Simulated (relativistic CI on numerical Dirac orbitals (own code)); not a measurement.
Energy levels of Bi+

Calculated at this level of theory: Dirac-Coulomb-Breit CI, KLI orbitals optimised for each configuration, model QED, valence Slater integrals scaled by 0.85, P86 correlation energy added to each configuration (own radial code, finite nucleus).

Configuration list (outside the closed core [Xe] 4f14 5d10): 6s2 6p2, 6s2 6p 7s, 6s 6p3, 6s2 6p 6d, 6s2 6p 7p, 6s2 6p 5f, 6s2 6p 7d, 6s2 6d2, 6p4, 6s2 6p 8s, 6s2 6p 8p, 6s 6p2 6d, 6s2 5f2, 6s2 6p 6f, 6s2 6p 8d, 6s2 6p 5g. Levels of other configurations are missing.

The lowest level is 6s2 6p2 3P_0, with 81 % of that term; Hund's rules for 6s2 6p2 give 3P with J = 0, in agreement.

| No. | Configuration | Term | J | E (eV) | % | Next component (%) | Landé g |
| --- | --- | --- | --- | --- | --- | --- | --- |
| 1 | 6s2 6p2 | 3P | 0 | 0.0000 | 81 | 17 1S |  |
| 2 | 6s2 6p2 | 3P | 1 | 1.6333 | 99 | 1 6s 6p2 6d 3P | 1.501 |
| 3 | 6s2 6p2 | 3P | 2 | 2.1447 | 53 | 46 1D | 1.268 |
| 4 | 6s2 6p2 | 1D | 2 | 4.2168 | 53 | 45 3P | 1.233 |
| 5 | 6s2 6p2 | 1S | 0 | 5.3851 | 79 | 17 3P |  |
| 6 | 6s2 6p 7s | 3P° | 0 | 9.0159 | 99 |  |  |
| 7 | 6s2 6p 7s | 3P° | 1 | 9.0719 | 69 | 29 1P° | 1.347 |
| 8 | 6s 6p3(4S°) | 5S° | 2 | 9.1574 | 75 | 14 3P° | 1.847 |
| 9 | 6s2 6p 6d | 3F° | 2 | 10.2019 | 69 | 25 1D° | 0.788 |
| 10 | 6s2 6p 6d | 3D° | 1 | 10.2480 | 43 | 22 6s 6p3 3D° | 0.766 |
| 11 | 6s2 6p 6d | 3D° | 2 | 10.3246 | 32 | 25 3P° | 1.334 |
| 12 | 6s2 6p 6d | 3F° | 3 | 10.5693 | 51 | 27 3D° | 1.154 |
| 13 | 6s2 6p 7p | 3D | 1 | 10.8165 | 72 | 24 1P | 0.667 |
| 14 | 6s2 6p 7p | 3P | 0 | 11.1511 | 74 | 25 1S |  |
| 15 | 6s2 6p 7p | 3P | 1 | 11.3192 | 49 | 27 3S | 1.466 |
| 16 | 6s2 6p 7p | 3D | 2 | 11.3499 | 56 | 27 1D | 1.176 |
| 17 | 6s2 6p 7s | 3P° | 2 | 11.5455 | 99 |  | 1.498 |
| 18 | 6s2 6p 7s | 1P° | 1 | 11.6695 | 56 | 26 3P° | 1.092 |
| 19 | 6s 6p3(2D°) | 3D° | 2 | 11.9854 | 44 | 19 6s2 6p 6d 1D° | 1.121 |
| 20 | 6s 6p3(2D°) | 3D° | 3 | 12.0693 | 50 | 24 6s2 6p 6d 3F° | 1.263 |
| 21 | 6s 6p3(2D°) | 3D° | 1 | 12.1086 | 32 | 13 6s2 6p 6d 3D° | 0.863 |
| 22 | 6s2 6p 6d | 3P° | 0 | 12.6340 | 50 | 40 6s 6p3 3P° |  |
| 23 | 6s2 6p 6d | 1D° | 2 | 12.7013 | 29 | 28 3P° | 1.168 |
| 24 | 6s2 6p 6d | 3P° | 1 | 12.7627 | 50 | 24 6s 6p3 3P° | 1.331 |
| 25 | 6s2 6p 6d | 3F° | 4 | 12.7868 | 99 | 1 6s2 6p 7d 3F° | 1.250 |
| 26 | 6s2 6p 8s | 3P° | 1 | 12.9749 | 57 | 29 1P° | 1.285 |
| 27 | 6s2 6p 8s | 3P° | 0 | 12.9939 | 90 | 9 6s2 6p 6d 3P° |  |
| 28 | 6s2 6p 6d | 3D° | 2 | 13.0712 | 37 | 24 3P° | 1.342 |
| 29 | 6s2 6p 6d | 1F° | 3 | 13.1912 | 26 | 20 6s2 6p 7d 3F° | 1.105 |
| 30 | 6s2 6p 5f | 3D | 3 | 13.3891 | 47 | 25 1F | 1.187 |
| 31 | 6s2 6p 5f | 3F | 2 | 13.4021 | 36 | 23 1D | 0.954 |
| 32 | 6s2 6p 5f | 3G | 3 | 13.4083 | 70 | 18 3F | 0.845 |
| 33 | 6s2 6p 7d | 3F° | 2 | 13.4267 | 69 | 21 1D° | 0.790 |
| 34 | 6s2 6p 5f | 3G | 4 | 13.4397 | 42 | 31 1G | 1.089 |
| 35 | 6s2 6p 7p | 3P | 1 | 13.5018 | 44 | 33 1P | 1.213 |
| 36 | 6s2 6p 7p | 3D | 2 | 13.6012 | 31 | 24 3P | 1.146 |
| 37 | 6s2 6p 8p | 3D | 1 | 13.7026 | 70 | 23 1P | 0.714 |
| 38 | 6s2 6p 7d | 3D° | 1 | 13.8045 | 26 | 23 1P° | 0.915 |
| 39 | 6s2 6p 8p | 3P | 0 | 13.8060 | 64 | 29 1S |  |
| 40 | 6s2 6p 7p | 3D | 3 | 13.8386 | 93 | 2 6s2 6p 5f 3F | 1.322 |
| 41 | 6s2 6p 7p | 3S | 1 | 13.8539 | 38 | 20 6s2 6p 8p 3P | 1.542 |
| 42 | 6s2 6p 8p | 3D | 2 | 13.9075 | 39 | 24 1D | 1.231 |
| 43 | 6s2 6p 7d | 3P° | 2 | 13.9197 | 34 | 23 3D° | 1.258 |
| 44 | 6s2 6p 8p | 3P | 1 | 13.9369 | 30 | 23 6s2 6p 7p 3S | 1.554 |
| 45 | 6s2 6p 6d | 1P° | 1 | 14.0023 | 44 | 19 6s2 6p 7d 3D° | 0.926 |
| 46 | 6s2 6p 6d | 1F° | 3 | 14.0403 | 33 | 30 6s2 6p 7d 3F° | 1.084 |
| 47 | 6s2 6p 7p | 1D | 2 | 14.0939 | 47 | 33 3P | 1.203 |
| 48 | 6s2 6p 6d | 3D° | 3 | 14.2194 | 44 | 29 6s 6p3 3D° | 1.255 |
| 49 | 6s 6p3(2P°) | 3P° | 0 | 14.2857 | 54 | 40 6s2 6p 6d 3P° |  |
| 50 | 6s2 6p 7p | 1S | 0 | 14.4404 | 69 | 22 3P |  |
| 51 | 6s 6p3(2P°) | 3P° | 1 | 14.5143 | 38 | 21 6s2 6p 6d 3P° | 1.253 |
| 52 | 6s2 6p 8d | 3F° | 2 | 14.7161 | 26 | 17 1D° | 1.057 |
| 53 | 6s2 6p 6f | 3G | 3 | 14.7922 | 68 | 24 1F | 0.845 |
| 54 | 6s2 6p 6f | 3D | 3 | 14.8045 | 49 | 34 3F | 1.180 |
| 55 | 6s2 6p 6f | 3G | 4 | 14.8190 | 42 | 31 1G | 1.087 |
| 56 | 6s2 6p 6f | 3F | 2 | 14.8294 | 47 | 31 1D | 0.878 |
| 57 | 6s2 6p 8d | 3F° | 2 | 14.9419 | 48 | 20 3D° | 0.975 |
| 58 | 6s2 6p 8d | 3F° | 3 | 15.0011 | 44 | 27 1F° | 1.109 |
| 59 | 6s2 6p 8d | 3D° | 1 | 15.0387 | 44 | 28 1P° | 0.845 |
| 60 | 6s2 6p 8d | 3P° | 2 | 15.0661 | 25 | 20 6s 6p3 3P° | 1.292 |
| 61 | 6s2 6p 5g | 3H° | 4 | 15.0834 | 72 | 18 1G° | 0.861 |
| 62 | 6s2 6p 5g | 3F° | 4 | 15.0838 | 57 | 26 3G° | 1.156 |
| 63 | 6s2 6p 5g | 3H° | 5 | 15.0839 | 40 | 33 1H° | 1.068 |
| 64 | 6s2 6p 5g | 3G° | 3 | 15.0882 | 41 | 32 1F° | 0.919 |
| 65 | 6s2 6p 8s | 3P° | 2 | 15.5800 | 94 | 2 6s 6p3 1D° | 1.474 |
| 66 | 6s2 6p 8s | 1P° | 1 | 15.6671 | 60 | 28 3P° | 1.135 |
| 67 | 6s 6p3(4S°) | 3S° | 1 | 15.8107 | 41 | 26 1P° | 1.429 |
| 68 | 6s2 6p 7d | 1D° | 2 | 15.9217 | 43 | 26 3P° | 1.147 |
| 69 | 6s2 6p 5f | 1F | 3 | 15.9536 | 47 | 26 3G | 0.956 |
| 70 | 6s2 6p 5f | 3F | 4 | 15.9714 | 69 | 26 3G | 1.188 |

Energies count from the lowest computed level; ° marks odd parity. Percentages are summed over parent terms; the parents shown are those of the largest component, closed shells are left out there.

The mean weight of the leading LS term, summed over parents, in these 70 levels is 54 %, and that of the leading jj configuration (from the same eigenvectors) 78 %, so jj coupling describes them better and the LS labels are nominal.

Correlation outside the listed configurations is missing or only estimated: errors of thousands of cm⁻¹ between configurations and terms are usual at this charge. Rates and lifetimes follow the computed energies and can be off by large factors. The fine structure of a lone outer electron comes out too small, for d and f at times inverted, and misplaced configurations move strength between like terms. 9 of the 25 excited levels that our extract of the measured tables holds in this range could be paired (the sources list more); they are missed by 2256 cm⁻¹ on average and 4349 at most, and levels without a partner can miss by more.

LS names give the leading component of a level, which can be under half, so a name can repeat, a term be missing and a line seem to break the LS rules.
